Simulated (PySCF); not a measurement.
**Ionisation energy of Cr²²⁺ by level of theory**

Cr²²⁺ 1s2 (1S) → Cr²³⁺ 1s1 (2S), as a difference of total energies. All numbers are calculated (PySCF 2.14, scalar relativity by spin-free X2C-1e, in an uncontracted even-tempered set (17 s from 22 bohr⁻², ratio 2.2; 7 p from 34 bohr⁻², ratio 2.4; 4 d from 100 bohr⁻², ratio 2.4; 3 f from 150 bohr⁻², ratio 2.4; 3 g from 230 bohr⁻², ratio 2.4)). Correlated levels: nothing frozen; virtual orbitals above 40 to 60 times the deepest correlated orbital energy dropped. The calculations carry no spin-orbit coupling.

| method | ionisation energy (eV) |
| --- | --- |
| UHF | 7485.7 |
| LDA | 7462.6 |
| PBE | 7483.4 |
| PBE0 | 7484.2 |
| r2SCAN | 7487.3 |
| BP86 | 7488.3 |
| MP2 (all electrons) | 7487.0 |
| SCS-MP2 (all electrons) | 7487.3 |

For comparison: 7481.9 eV (theoretical estimate listed by NIST; NIST Atomic Spectra Database, ionization energies).
